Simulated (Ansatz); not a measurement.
## Computed against measured: atomisation enthalpy at 298 K

10 molecules with halogens; the atomisation enthalpy at 298 K in kJ/mol, computed less measured. Shapes, held fixed at every level: PBE0-D4/def2-TZVP. Flexible molecules stand in one conformer, not always the lowest. Thermal terms are harmonic and unscaled (PBE0-D4/def2-TZVP); the spin-orbit lowering of the free atoms is taken from their spectra. Programs: Ansatz 0.2.0. Measured values: Active Thermochemical Tables, CRC Handbook of Chemistry and Physics, NIST-JANAF tables.

Levels: A = r2SCAN-D4/def2-TZVPP; B = wB97M-V/def2-TZVPP; C = CCSD/def2-TZVPP.

```json
{"molecule": "NOF (nitrosyl fluoride)", "from tabulated heats": "867", "A": "+38", "B": "+28", "C": "-99"}
{"molecule": "AsBr3 (arsenous tribromide)", "from tabulated heats": "768", "A": "+21", "B": "-29", "C": "-108"}
{"molecule": "BCl2F (SMILES FB(Cl)Cl)", "from tabulated heats": "1537", "A": "+30", "B": "+15", "C": "-84"}
{"molecule": "BiCl3 (bismuth trichloride)", "from tabulated heats": "837", "A": "+100", "B": "+82", "C": "-29"}
{"molecule": "CH3I (methyl iodide)", "from tabulated heats": "1463", "A": "-7", "B": "-13", "C": "-59"}
{"molecule": "SiH3I (SMILES [SiH3]I)", "from tabulated heats": "1213", "A": "+3", "B": "-1", "C": "-37"}
{"molecule": "C2HClF2 (SMILES FC(F)=CCl)", "from tabulated heats": "2247", "A": "+63", "B": "+49", "C": "-105"}
{"molecule": "C2HF3O2 (trifluoroacetic acid)", "from tabulated heats": "3420", "A": "+30", "B": "+11", "C": "-216"}
{"molecule": "C3H3F3 (3,3,3-trifluoropropene)", "from tabulated heats": "3657", "A": "+33", "B": "+23", "C": "-166"}
{"molecule": "C4H9Cl (1-chloro-2-methylpropane)", "from tabulated heats": "5110", "A": "+8", "B": "+11", "C": "-183"}
```

(1) Which level does best on this set, which worst, and which err to one side?

Results:

(1) 
```csv
level,kind,mean error,mean absolute error,worst case
r2SCAN-D4/def2-TZVPP,meta-GGA,+31.9,33.3,BiCl3
wB97M-V/def2-TZVPP,range-separated hybrid,+17.6,26.2,BiCl3
CCSD/def2-TZVPP,coupled cluster or CI,-108.6,108.6,C2HF3O2
```

On this set wB97M-V/def2-TZVPP has the smallest mean absolute error and CCSD/def2-TZVPP the largest. r2SCAN-D4/def2-TZVPP is too high in 9 of 10; wB97M-V/def2-TZVPP is too high in 7 of 10; CCSD/def2-TZVPP is too low in 10 of 10. The heats of AsBr3, BiCl3, C2HF3O2, C3H3F3, C4H9Cl come from older tables and can be uncertain by 10 kJ/mol or more. The molecules' own spin-orbit binding is left out, so errors for heavy halides read too negative. The tabulated values of NOF, BCl2F, SiH3I, C2HClF2 are in doubt (older tables, estimates, or at odds with other calculations) and kept here. Over the 6 molecules whose values aren't doubted the mean absolute errors are A 33.2; B 28.2; C 126.8. Correlated wave functions converge slowly with the basis. CCSD also lacks the triples, which bind further. For atoms past krypton def2 sets carry core potentials with scalar relativity. Relativity is left out for As, Br. Outer-core shells of As, Bi, Br, I are correlated, in sets that cover them unevenly. The set is small.
